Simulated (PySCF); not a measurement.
# Br⁺ (bromine, charge +1) across methods

[Ar] 3d10 4s2 4p4, high-spin 3P determinant. All numbers are calculated (PySCF 2.14, the non-relativistic Hamiltonian (point nucleus), in aug-pcseg-3).

```csv
method,E (hartree),mean ε 4s β (eV),mean ε 4p α (eV),mean ε 4p β (eV),Σ⟨r²⟩ (bohr²),⟨S²⟩
wB97M-V,-2573.582,-32.668,-21.971,-20.230,31.83,2.003
PBE,-2573.350,-28.421,-18.238,-16.526,31.73,2.003
wB97X,-2573.762,-32.917,-22.169,-20.384,31.63,2.003
r2SCAN,-2573.708,-28.608,-18.755,-16.900,31.57,2.005
LDA,-2570.176,-28.803,-18.304,-16.635,31.69,2.001
PBE0,-2573.432,-30.057,-19.784,-17.929,31.66,2.004
TPSS,-2573.638,-28.499,-18.407,-16.688,31.64,2.003
```

Problem. Estimate the same row for UHF.

Solution. E (hartree) = -2572.03426; mean ε 4s β (eV) = -33.660; mean ε 4p α (eV) = -23.527; mean ε 4p β (eV) = -21.101; Σ⟨r²⟩ (bohr²) = 31.91; ⟨S²⟩ = 2.010.
